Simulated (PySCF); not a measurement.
Spin-rotation constants: `InChI=1S/C4H4F3N3/c1-2-3(4(5,6)7)9-10-8-2/h1H3,(H,8,9,10)`

Cartesian coordinates in Å; atom numbers follow the order of the lines, from 1:
```xyz
14

C     1.9552   -0.2868   -0.1930
C     0.7456    0.5311    0.0507
N     0.7892    1.8557    0.3075
N    -0.3885    2.3103    0.4782
N    -1.2548    1.3238    0.3452
C    -0.5928    0.1643    0.0717
C    -1.2687   -1.1393   -0.1372
F    -2.6030   -1.0274   -0.0190
F    -0.8773   -2.0697    0.7482
F    -1.0289   -1.6546   -1.3539
H     2.0300   -1.0843    0.5446
H     1.9132   -0.7404   -1.1819
H     2.8303    0.3520   -0.1249
H    -2.2502    1.4647    0.4418
```

Computed with PySCF, GIAO B3LYP/pcSseg-1 magnetisability, rotational g tensor and spin-rotation constants, non-relativistic, gas phase. Geometry: GFN2-xTB.

(1) Give the nuclear spin-rotation constants along the inertial axes (H = +C I·J) beside the isotropic shieldings.

Results:

(1) Rotational constants 2.2078, 1.1469, 0.8732 GHz. A star marks the isotopologue with that one atom substituted, in its own axes.
| atom | isotope | Caa (kHz) | Cbb (kHz) | Ccc (kHz) | mean (kHz) | σ (ppm) |
| --- | --- | --- | --- | --- | --- | --- |
| N3 | 14N | 0.497 | 0.351 | 0.061 | 0.303 | -129.3 |
| N4 | 14N | 0.619 | 0.291 | 0.068 | 0.326 | -138.7 |
| N5 | 14N | 0.268 | 0.237 | 0.077 | 0.194 | 9.1 |
| F8 | 19F | 3.009 | 1.194 | 1.123 | 1.775 | 256.2 |
| F9 | 19F | 3.414 | 1.497 | 1.061 | 1.991 | 234.4 |
| F10 | 19F | 3.415 | 1.500 | 1.062 | 1.993 | 234.1 |
| H11 | 1H | -0.182 | -0.088 | -0.019 | -0.096 | 29.2 |
| H12 | 1H | -0.184 | -0.088 | -0.018 | -0.097 | 29.2 |
| H13 | 1H | 0.016 | -0.081 | -0.096 | -0.054 | 28.8 |
| H14 | 1H | -0.158 | 0.122 | -0.096 | -0.044 | 20.6 |
| C1 | 13C* | 0.329 | 0.151 | 0.121 | 0.201 | 169.2 |
| C2 | 13C* | 0.865 | 0.537 | 0.163 | 0.522 | 32.4 |
| C6 | 13C* | 0.966 | 0.416 | 0.154 | 0.512 | 47.9 |
| C7 | 13C* | 0.742 | 0.353 | 0.273 | 0.456 | 48.0 |

For the geometry as given, no vibrational averaging.
